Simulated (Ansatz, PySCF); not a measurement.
CuH4OP, SMILES [OH][Cu]<-[PH3], multiplicity 1. Atoms are numbered in the order given.

```xyz
7

Cu     0.1404     0.1136     0.4100
O      0.9943     0.5481     1.9101
H      1.5201     1.3477     1.8102
P     -0.9249    -0.4822    -1.3604
H     -0.6941    -1.7573    -1.9430
H     -0.7651     0.2926    -2.5392
H     -2.3448    -0.5340    -1.3630
```
Charge 0, spin multiplicity 1.

Geometry optimised at PBE0-D3(BJ)/def2-SVP. The multiplicity is an assumed one; no other spin state was optimised. The structure was generated by enumeration; whether it is a known compound was not checked. Other conformers were not sampled.

Two levels are set side by side: PBE-D3(BJ)/def2-SVP (Ansatz, a first-principles code) and PBE0-D3(BJ)/def2-SVP (Ansatz). Each level has its own optimised geometry; the coordinates shown are those of the second. Frequencies come from the Hessian of PySCF at each geometry. Differences are taken from unrounded values.

| quantity | PBE0-D3(BJ) |
|---|---|
| mean bond length (Å) | 1.526 |
| bond Cu1–O2 (Å) | 1.780 |
| bond Cu1–P4 (Å) | 2.150 |
| bond O2–H3 (Å) | 0.962 |
| bond P4–H5 (Å) | 1.421 |
| bond P4–H6 (Å) | 1.420 |
| bond P4–H7 (Å) | 1.421 |
| highest harmonic wavenumber (cm⁻¹) | 3899 |
| mean harmonic wavenumber (cm⁻¹) | 1158 |
| zero-point energy (kcal/mol) | 24.83 |

Problem. What does PBE-D3(BJ) give, and how far is it from PBE0-D3(BJ)? (An estimate is asked for; the answer gives what the named calculation found.)

Solution. 
```tsv
quantity	PBE-D3(BJ)	PBE-D3(BJ) minus PBE0-D3(BJ)
mean bond length (Å)	1.533	0.007
bond Cu1–O2 (Å)	1.783	0.003
bond Cu1–P4 (Å)	2.133	-0.017
bond O2–H3 (Å)	0.975	0.013
bond P4–H5 (Å)	1.436	0.015
bond P4–H6 (Å)	1.433	0.014
bond P4–H7 (Å)	1.436	0.015
highest harmonic wavenumber (cm⁻¹)	3712	-187
mean harmonic wavenumber (cm⁻¹)	1118	-39
zero-point energy (kcal/mol)	23.98	-0.84
```

Exact exchange shortens and stiffens bonds; PBE has none. Differences between two approximate levels are no errors against the true value.
